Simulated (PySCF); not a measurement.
# CaF⁻: energy against distance

Set-up: PySCF, no relativity, basis sets Ca aug-pcseg-1, F aug-pcseg-1. Energies in eV from Ca + F⁻ in their ground configurations at the same level. State: ¹Σ⁺ (singlet), closed shell.

| R (Å) | BP86 | PBE0 | RHF-CCSD(T) | RHF-MP2 |
| --- | --- | --- | --- | --- |
| 1.736 | -2.488 | -2.537 |  | -1.988 |
| 1.817 | -2.931 | -2.992 | -2.636 | -2.547 |
| 1.898 | -3.167 | -3.237 | -2.972 | -2.877 |
| 1.958 | -3.247 | -3.321 | -3.113 | -3.015 |
| 2.019 | -3.266 | -3.342 | -3.181 | -3.082 |
| 2.080 | -3.239 | -3.316 | -3.195 | -3.095 |
| 2.160 | -3.153 | -3.229 | -3.151 | -3.051 |
| 2.261 | -2.996 | -3.068 | -3.029 | -2.930 |
| 2.382 | -2.770 | -2.835 | -2.827 | -2.731 |
| 2.544 | -2.453 | -2.505 |  | -2.429 |

Task: Put a parabola through the three lowest points of the BP86 curve and estimate Re, k and ωe (reduced mass 12.88 u; 1 eV/Å² = 0.16022 mdyn/Å; ωe = 1302.8·√(k/μ) cm⁻¹).

Result: Through R = 1.958, 2.019, 2.08 Å the second-order coefficient is 6.18 eV/Å², so Re ≈ 2.014 Å, k ≈ 1.98 mdyn/Å and ωe ≈ 511 cm⁻¹. A polynomial fit of higher order to the unrounded BP86 energies gives Re = 2.010 Å, k = 2.06 mdyn/Å, ωe = 521 cm⁻¹; anharmonicity and rounding make the difference.

The higher-order fit for each curve: BP86: Re = 2.010 Å, ωe = 521 cm⁻¹, De = 3.27 eV; PBE0: Re = 2.013 Å, ωe = 527 cm⁻¹, De = 3.34 eV; RHF-CCSD(T): Re = 2.067 Å, ωe = 501 cm⁻¹, De = 3.20 eV; RHF-MP2: Re = 2.066 Å, ωe = 498 cm⁻¹, De = 3.10 eV.

Correlated steps freeze 6 core orbitals. Correlated levels converge slowly with the basis: in double zeta they bind strong bonds too weakly, by up to about 1 eV, and carry superposition errors of some tenths. For an ion De counts to the pair picked by the measured ionisation energies or electron affinities, which need not be the lowest pair at this level. The highest Kohn–Sham level is positive in this anion. Much of that is self-interaction error, but it also means that the finite basis helps to hold the extra electron. The CCSD T1 diagnostic is raised, a sign that a single reference may not be enough here.
